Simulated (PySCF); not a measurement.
A geometry optimisation, step by step.

Compound: C₆H₁₅BO₂.
Bonds: C1–O2, O2–B3, B3–O4, O4–C5, C5–C6, C6–C7, C6–C8, C6–C9. Hydrogens: H10, H11, H12 on C1; H13 on B3; H14, H15 on C5; H16, H17, H18 on C7; H19, H20, H21 on C8; H22, H23, H24 on C9.

Method: PBE0-D3(BJ)/def2-SVP geometry optimisation, gas phase in PySCF 2.14.0; density fitting, grid level 1; the optimiser is geomeTRIC in internal coordinates, started from a GFN2-xTB structure with every atom displaced at random (about 0.01 Å). 3 of its 10 geometries are shown. The frame can shift and turn from step to step; on so coarse a grid that alone can change the energy by a few meV, and forces under 0.02 eV/Å are noise.

Step 0: E = -11218.6974 eV, largest atomic force 2.499 eV/Å
```
atom  x, y, z in Å  |  force x, y, z in eV/Å
C1      3.669    0.420   -0.012   -2.032   0.500   0.357
O2      3.140   -0.874    0.087    0.200  -0.308   0.105
B3      1.861   -1.199   -0.235    1.629   0.101   0.407
O4      1.051   -0.262   -0.691   -2.254   0.757  -0.769
C5     -0.329   -0.541   -1.008    0.561   0.821   1.097
C6     -1.296    0.102    0.025    0.717  -0.105   0.117
C7     -1.025   -0.507    1.410   -0.995   0.883  -0.452
C8     -2.714   -0.198   -0.409   -0.653  -0.109   0.905
C9     -1.069    1.615    0.089    0.144  -0.587  -1.850
H10     3.032    1.051   -0.672    0.340  -0.131   0.140
H11     4.659    0.384   -0.393    1.338  -0.118  -0.482
H12     3.673    0.905    0.983    0.125  -0.087  -0.081
H13     1.569   -2.323   -0.098   -0.410  -1.020   0.104
H14    -0.513   -1.615   -1.033    0.084  -0.464  -0.065
H15    -0.525   -0.121   -1.990   -0.054   0.170  -0.513
H16    -1.683   -0.027    2.158    0.083  -0.141  -0.044
H17    -1.226   -1.564    1.399   -0.127  -0.889   0.099
H18    -0.009   -0.342    1.711    0.947   0.128   0.307
H19    -2.936    0.205   -1.386   -0.120   0.367  -0.711
H20    -3.454    0.240    0.310    0.428  -0.198  -0.377
H21    -2.920   -1.275   -0.452    0.043  -0.169   0.036
H22    -0.025    1.804    0.317    0.436   0.279   0.261
H23    -1.275    2.066   -0.921    0.099  -0.169   0.673
H24    -1.719    2.073    0.807   -0.530   0.487   0.737
```

Step 4: E = -11218.9116 eV, largest atomic force 0.207 eV/Å
```
atom  x, y, z in Å  |  force x, y, z in eV/Å
C1      3.594    0.132   -0.495   -0.117  -0.029   0.036
O2      3.030   -1.139   -0.280    0.075  -0.073   0.019
B3      1.708   -1.372   -0.431    0.180   0.064   0.007
O4      0.901   -0.355   -0.811   -0.201   0.044  -0.014
C5     -0.490   -0.504   -0.938   -0.026   0.030   0.036
C6     -1.255    0.200    0.189    0.056   0.004   0.007
C7     -0.893   -0.426    1.536   -0.017   0.025  -0.023
C8     -2.747    0.018   -0.084   -0.037  -0.018   0.018
C9     -0.895    1.686    0.196    0.022  -0.013  -0.045
H10     2.982    0.743   -1.177    0.021  -0.011   0.000
H11     4.597    0.002   -0.921    0.073  -0.004  -0.023
H12     3.691    0.673    0.461    0.010  -0.003   0.000
H13     1.294   -2.490   -0.227   -0.009  -0.006  -0.005
H14    -0.760   -1.575   -0.958   -0.017  -0.025   0.005
H15    -0.788   -0.065   -1.905   -0.007   0.003  -0.033
H16    -1.474    0.037    2.349    0.005   0.003   0.002
H17    -1.102   -1.508    1.545   -0.010  -0.017   0.002
H18     0.173   -0.286    1.769    0.015  -0.003   0.005
H19    -3.033    0.440   -1.061    0.002   0.006  -0.013
H20    -3.349    0.523    0.686    0.009   0.007   0.001
H21    -3.028   -1.047   -0.079    0.003   0.002  -0.014
H22     0.181    1.825    0.374    0.010   0.002  -0.005
H23    -1.139    2.159   -0.769   -0.018   0.007   0.011
H24    -1.445    2.222    0.984   -0.022   0.007   0.026
```

Step 9: E = -11218.9177 eV, largest atomic force under 0.02 eV/Å
```
atom  x, y, z in Å  |  force x, y, z in eV/Å
C1      3.626    0.031   -0.467    0.011  -0.001   0.001
O2      3.026   -1.236   -0.350   -0.004   0.002  -0.011
B3      1.697   -1.415   -0.501   -0.004  -0.011   0.004
O4      0.893   -0.359   -0.780    0.006   0.007   0.008
C5     -0.500   -0.488   -0.920    0.000   0.000  -0.010
C6     -1.260    0.237    0.195    0.000   0.000  -0.003
C7     -0.886   -0.363    1.551   -0.002  -0.006   0.001
C8     -2.754    0.042   -0.064    0.001   0.006  -0.003
C9     -0.911    1.725    0.169    0.002  -0.001   0.007
H10     3.046    0.702   -1.119   -0.001   0.000  -0.001
H11     4.636   -0.098   -0.885   -0.006  -0.001   0.004
H12     3.721    0.504    0.524   -0.004   0.002   0.000
H13     1.258   -2.537   -0.385   -0.001   0.003   0.000
H14    -0.786   -1.556   -0.931    0.004   0.001   0.004
H15    -0.784   -0.055   -1.895   -0.004  -0.005   0.001
H16    -1.446    0.129    2.361   -0.002  -0.001   0.000
H17    -1.114   -1.440    1.588    0.003   0.001  -0.001
H18     0.187   -0.235    1.762   -0.001   0.002   0.000
H19    -3.050    0.458   -1.041    0.000  -0.002   0.000
H20    -3.352    0.549    0.709   -0.001   0.002  -0.001
H21    -3.029   -1.025   -0.053   -0.001   0.001   0.004
H22     0.172    1.873    0.292   -0.001   0.000   0.002
H23    -1.210    2.186   -0.786    0.003   0.000  -0.002
H24    -1.427    2.263    0.980    0.001   0.000  -0.003
```

**Question.** Summarise the path.

**Answer.** The energy falls by 0.2204 eV from step 0 to step 9; nine tenths of that is first reached at step 2. It never rises by more than 0.2 meV. The largest force goes from 2.499 to under 0.02 eV/Å. Among the bonds B3–H13 changes most, from 1.169 to 1.211 Å; the atoms move by 0.069 Å rms after alignment.

What follows is the cost of the whole optimisation. The run took 3.1 min wall on AMD EPYC 7B13, one thread, on a shared host, and the process peaked at 0.82 GiB of memory.
